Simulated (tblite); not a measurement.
Compound: CH₉BO₂Si₃.
Numbering: `[CH3:1][Si@@H:2]1[O:3][BH:4][SiH2:5][O:6][SiH2:7]1` (hydrogens: H8, H9, H10 on C1; H11 on Si2; H12 on B4; H13, H14 on Si5; H15, H16 on Si7)

Computed with GFN2-xTB (tblite), gas phase: L-BFGS steps from a force-field or distance-geometry start until the largest atomic force falls under 0.01 eV/Å.

Step 15: E = -583.8192 eV
```
atom  x, y, z in Å  |  force x, y, z in eV/Å
C1      2.6697    0.0100   -0.7045    0.135   0.062   0.112
Si2     0.7865    0.2285   -0.9293    0.195  -0.076   0.006
O3      0.0827    1.4489   -0.0631    0.096  -0.065  -0.291
B4     -1.1306    1.8084    0.3618    0.271  -0.011  -0.069
Si5    -2.2276    0.3680    1.1582   -0.172  -0.129  -0.167
O6     -1.7910   -0.9200    0.2153    0.023  -0.077   0.174
Si7    -0.3701   -1.6242   -0.1592   -0.122  -0.106  -0.126
H8      3.0298   -0.7694   -1.3720   -0.204   0.009  -0.052
H9      3.2642    0.8875   -0.9260   -0.116   0.234  -0.066
H10     2.9538   -0.2995    0.2942   -0.089  -0.035   0.188
H11     0.5814    0.7765   -2.2940    0.000  -0.130   0.042
H12    -1.4653    2.9027    0.0342   -0.023  -0.063   0.255
H13    -3.6660    0.2905    0.9309   -0.194   0.130  -0.056
H14    -2.0383   -0.1183    2.5292    0.113   0.109   0.148
H15     0.0820   -2.2938    1.0776    0.101   0.077  -0.049
H16    -0.7689   -2.6870   -1.0874   -0.013   0.070  -0.046
```

Step 16: E = -583.8415 eV
```
atom  x, y, z in Å  |  force x, y, z in eV/Å
C1      2.6756    0.0172   -0.7023    0.093   0.048   0.119
Si2     0.7862    0.2178   -0.9410    0.342  -0.116   0.122
O3      0.0668    1.4490   -0.1039    0.216  -0.108  -0.258
B4     -1.1269    1.8056    0.3581    0.076   0.021   0.025
Si5    -2.2361    0.3738    1.1627   -0.048  -0.108  -0.276
O6     -1.7742   -0.9142    0.2348   -0.054  -0.108   0.146
Si7    -0.3689   -1.6292   -0.1657   -0.142  -0.142  -0.065
H8      3.0439   -0.7615   -1.3667   -0.207   0.015  -0.062
H9      3.2659    0.8996   -0.9269   -0.163   0.162  -0.010
H10     2.9545   -0.2966    0.2984   -0.085   0.028   0.136
H11     0.6014    0.7627   -2.2958   -0.042  -0.075  -0.157
H12    -1.4565    2.9103    0.0737   -0.031   0.008   0.217
H13    -3.6703    0.2716    0.9220   -0.206   0.152  -0.057
H14    -2.0495   -0.1023    2.5322    0.111   0.089   0.245
H15     0.0864   -2.3062    1.0654    0.130   0.074  -0.044
H16    -0.8059   -2.6887   -1.0791    0.011   0.060  -0.081
```

Step 17: E = -583.8695 eV
```
atom  x, y, z in Å  |  force x, y, z in eV/Å
C1      2.6855    0.0265   -0.6980    0.021   0.020   0.104
Si2     0.7920    0.2023   -0.9528    0.376  -0.149   0.178
O3      0.0506    1.4488   -0.1586    0.254  -0.106  -0.160
B4     -1.1184    1.8014    0.3542   -0.131   0.035   0.091
Si5    -2.2480    0.3777    1.1621    0.116  -0.049  -0.252
O6     -1.7569   -0.9126    0.2602   -0.133  -0.167   0.094
Si7    -0.3711   -1.6372   -0.1753   -0.094  -0.137   0.024
H8      3.0608   -0.7517   -1.3615   -0.193   0.053  -0.031
H9      3.2628    0.9194   -0.9286   -0.188   0.046   0.074
H10     2.9522   -0.2917    0.3069   -0.040   0.105   0.054
H11     0.6276    0.7401   -2.3025   -0.070  -0.038  -0.331
H12    -1.4480    2.9192    0.1310    0.020   0.042   0.172
H13    -3.6786    0.2517    0.9100   -0.193   0.170  -0.057
H14    -2.0614   -0.0763    2.5407    0.083   0.097   0.228
H15     0.0969   -2.3202    1.0473    0.150   0.064  -0.040
H16    -0.8536   -2.6884   -1.0693    0.023   0.012  -0.148
```

Step 18: E = -583.8967 eV
```
atom  x, y, z in Å  |  force x, y, z in eV/Å
C1      2.6954    0.0346   -0.6926   -0.061   0.006   0.082
Si2     0.8033    0.1859   -0.9585    0.236  -0.115   0.094
O3      0.0414    1.4503   -0.2099    0.198  -0.085  -0.020
B4     -1.1073    1.7943    0.3517   -0.253   0.030   0.088
Si5    -2.2582    0.3768    1.1536    0.243   0.030  -0.096
O6     -1.7489   -0.9210    0.2831   -0.185  -0.224   0.046
Si7    -0.3771   -1.6452   -0.1853    0.014  -0.078   0.108
H8      3.0751   -0.7419   -1.3575   -0.157   0.094   0.017
H9      3.2523    0.9412   -0.9298   -0.166  -0.070   0.156
H10     2.9459   -0.2853    0.3172    0.047   0.165  -0.016
H11     0.6520    0.7106   -2.3135   -0.073  -0.046  -0.371
H12    -1.4425    2.9221    0.1938    0.109   0.047   0.121
H13    -3.6886    0.2420    0.8984   -0.156   0.171  -0.056
H14    -2.0688   -0.0422    2.5511    0.038   0.115   0.106
H15     0.1138   -2.3290    1.0262    0.156   0.037  -0.019
H16    -0.8955   -2.6843   -1.0621    0.010  -0.077  -0.241
```

Problem. Estimate the geometry and energy of step 19. (The exact step hangs on the optimiser's Hessian estimate; all steps are aligned on step 18, rigid shifts and turns removed.)

Solution. E = -583.9179 eV, largest force 0.342 eV/Å
```
atom  x, y, z in Å  |  force x, y, z in eV/Å
C1      2.7004    0.0389   -0.6873   -0.123   0.011   0.063
Si2     0.8142    0.1747   -0.9569    0.002  -0.041  -0.067
O3      0.0438    1.4530   -0.2368    0.108  -0.072   0.086
B4     -1.0982    1.7857    0.3510   -0.248  -0.012   0.037
Si5    -2.2617    0.3719    1.1417    0.247   0.079   0.063
O6     -1.7547   -0.9388    0.2952   -0.186  -0.234   0.028
Si7    -0.3833   -1.6494   -0.1913    0.099  -0.009   0.139
H8      3.0789   -0.7350   -1.3556   -0.101   0.106   0.054
H9      3.2371    0.9563   -0.9294   -0.103  -0.120   0.196
H10     2.9388   -0.2793    0.3255    0.131   0.179  -0.038
H11     0.6643    0.6842   -2.3240   -0.059  -0.081  -0.286
H12    -1.4402    2.9155    0.2382    0.169   0.081   0.078
H13    -3.6974    0.2491    0.8917   -0.077   0.157  -0.048
H14    -2.0677   -0.0116    2.5573    0.001   0.114  -0.023
H15     0.1316   -2.3276    1.0100    0.150  -0.002   0.021
H16    -0.9137   -2.6788   -1.0633   -0.010  -0.156  -0.304
```

The energy changes by -0.0213 eV. The first-order estimate −F·Δx gives -0.0293 eV and the mean of the old and new forces, exact on a quadratic surface, -0.0213 eV. The step makes an angle of 69° with the force vector and moves no atom by more than 0.045 Å.

What follows is the cost of the whole relaxation. On an Arm Neoverse N1 with one thread, shared host with 64 logical CPUs at a one-minute load of 58, this took 1.1 s of wall time.
